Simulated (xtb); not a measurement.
A run for xtb: GFN1-xTB on GaO, 2S+1 = 2, a spin state set in the input, which need not be the lowest, a point of a bond scan (R = 1.628 Å).

```
$ xtb mol.xyz --gfn 1 --sp --chrg 0 --uhf 1
2

O      0.00000000     0.00000000     0.00000000
Ga     0.00000000     0.00000000     1.62843400
```

Output:

```
[...]
           -------------------------------------------------
          |                Calculation Setup                |
           -------------------------------------------------



           -------------------------------------------------
          |                 G F N 1 - x T B                 |
           -------------------------------------------------

        Reference                      10.1021/acs.jctc.7b00118
      * Hamiltonian:
        H0-scaling (s, p, d)           1.850000    2.250000    2.000000
        zeta-weighting                 0.000000
      * Dispersion:
        s8                             2.400000
        a1                             0.630000
        a2                             5.000000
        s9                             0.000000
      * Repulsion:
        kExp                           1.500000
        rExp                           1.000000
      * Coulomb:
        alpha                          2.000000
        third order                    atomic
        anisotropic                    false
      * Halogen bond correction:
        rad-scale                      1.300000
        damping                        0.440000


          ...................................................
          :                      SETUP                      :
          :.................................................:
          :  # basis functions                  14          :
          :  # atomic orbitals                  13          :
          :  # shells                            5          :
          :  # electrons                         9          :
          :  # halogen bonds                     0          :
          :  max. iterations                   250          :
          :  Hamiltonian                  GFN1-xTB          :
          :  restarted?                      false          :
          :  GBSA solvation                  false          :
          :  PC potential                    false          :
          :  electronic temp.          300.0000000     K    :
          :  accuracy                    1.0000000          :
          :  -> integral cutoff          0.2500000E+02      :
          :  -> integral neglect         0.1000000E-07      :
          :  -> SCF convergence          0.1000000E-05 Eh   :
          :  -> wf. convergence          0.2000000E-04 e    :
          :  Broyden damping             0.4000000          :
          :  net charge                          0          :
          :  unpaired electrons                  1          :
          ...................................................

 iter      E             dE          RMSdq      gap      omega  full diag
   1     -5.9736236 -0.597362E+01  0.554E+00    6.30       0.0  T
   2     -5.9751375 -0.151381E-02  0.256E+00    5.94       1.0  T
   3     -5.9698070  0.533048E-02  0.240E+00    6.36       1.0  T
   4     -5.9780836 -0.827660E-02  0.439E-02    6.11       1.6  T
   5     -5.9780894 -0.581604E-05  0.139E-02    6.10       5.1  T
   6     -5.9780897 -0.345715E-06  0.978E-04    6.10      72.3  T
   7     -5.9780897 -0.244459E-08  0.713E-05    6.10     992.1  T
   8     -5.9780897 -0.115135E-10  0.268E-06    6.10   26336.7  T

   *** convergence criteria satisfied after 8 iterations ***

         #    Occupation            Energy/Eh            Energy/eV
      -------------------------------------------------------------
         1        2.0000           -0.6931225             -18.8608
         2        2.0000           -0.5329978             -14.5036
         3        2.0000           -0.4709360             -12.8148
         4        2.0000           -0.4709360             -12.8148
         5        1.0000           -0.3845628             -10.4645 (HOMO)
         6                         -0.1603288              -4.3628 (LUMO)
         7                         -0.1603288              -4.3628
         8                         -0.0999676              -2.7203
         9                         -0.0999676              -2.7203
        10                         -0.0721843              -1.9642
       ...                                ...                  ...
        13                          0.3846244              10.4662
      -------------------------------------------------------------
                  HL-Gap            0.2242341 Eh            6.1017 eV
             Fermi-level           -0.3500976 Eh           -9.5266 eV

 SCC (total)                   0 d,  0 h,  0 min,  0.003 sec
 SCC setup                      ...        0 min,  0.000 sec (  4.898%)
 Dispersion                     ...        0 min,  0.000 sec (  1.495%)
 classical contributions        ...        0 min,  0.000 sec (  1.155%)
 integral evaluation            ...        0 min,  0.001 sec ( 23.675%)
 iterations                     ...        0 min,  0.001 sec ( 44.415%)
 molecular gradient             ...        0 min,  0.001 sec ( 17.864%)
 printout                       ...        0 min,  0.000 sec (  5.972%)

         :::::::::::::::::::::::::::::::::::::::::::::::::::::
         ::                     SUMMARY                     ::
         :::::::::::::::::::::::::::::::::::::::::::::::::::::
         :: total energy              -5.955986540593 Eh    ::
         :: gradient norm              0.052773454093 Eh/a0 ::
         :: HOMO-LUMO gap              6.101720130592 eV    ::
         ::.................................................::
         :: SCC energy                -5.978089727553 Eh    ::
         :: -> electrostatic           0.056492386318 Eh    ::
         :: repulsion energy           0.022317777324 Eh    ::
         :: dispersion energy         -0.000214590363 Eh    ::
         :: halogen bond corr.         0.000000000000 Eh    ::
         :: add. restraining           0.000000000000 Eh    ::
         :: total charge               0.000000000000 e     ::
         :::::::::::::::::::::::::::::::::::::::::::::::::::::

           -------------------------------------------------
          |                Property Printout                |
           -------------------------------------------------

    * Orbital Energies and Occupations

         #    Occupation            Energy/Eh            Energy/eV
      -------------------------------------------------------------
         1        2.0000           -0.6931225             -18.8608
         2        2.0000           -0.5329978             -14.5036
         3        2.0000           -0.4709360             -12.8148
         4        2.0000           -0.4709360             -12.8148
         5        1.0000           -0.3845628             -10.4645 (HOMO)
         6                         -0.1603288              -4.3628 (LUMO)
         7                         -0.1603288              -4.3628
         8                         -0.0999676              -2.7203
         9                         -0.0999676              -2.7203
        10                         -0.0721843              -1.9642
        11                         -0.0452377              -1.2310
        12                         -0.0452377              -1.2310
        13                          0.3846244              10.4662
      -------------------------------------------------------------
                  HL-Gap            0.2242341 Eh            6.1017 eV
             Fermi-level           -0.3500976 Eh           -9.5266 eV

  Mulliken/CM5 charges         n(s)   n(p)   n(d)
     1O    -0.51620 -0.56892   1.711  4.805  0.000
     2Ga    0.51620  0.56892   1.517  0.773  0.194

Wiberg/Mayer (AO) data.
largest (>0.10) Wiberg bond orders for each atom

 ---------------------------------------------------------------------------
     #   Z sym  total        # sym  WBO       # sym  WBO       # sym  WBO
Note: The following floating-point exceptions are signalling: IEEE_DENORMAL
normal termination of xtb
 ---------------------------------------------------------------------------
     1   8 O    2.015 --     2 Ga   2.015
     2  31 Ga   2.015 --     1 O    2.015
 ---------------------------------------------------------------------------

Topologies differ in total number of bonds
Writing topology from bond orders to xtbtopo.mol

 dipole moment from electron density (au)
     X       Y       Z
  -0.0000  -0.0000   2.3858  total (Debye):    6.064


           -------------------------------------------------
          | TOTAL ENERGY               -5.955986540593 Eh   |
          | GRADIENT NORM               0.052773454093 Eh/α |
          | HOMO-LUMO GAP               6.101720130592 eV   |
           -------------------------------------------------

------------------------------------------------------------------------
------------------------------------------------------------------------
 total:
 SCF:
```

The run finished.

Cost: roughly 0.06 core-seconds.
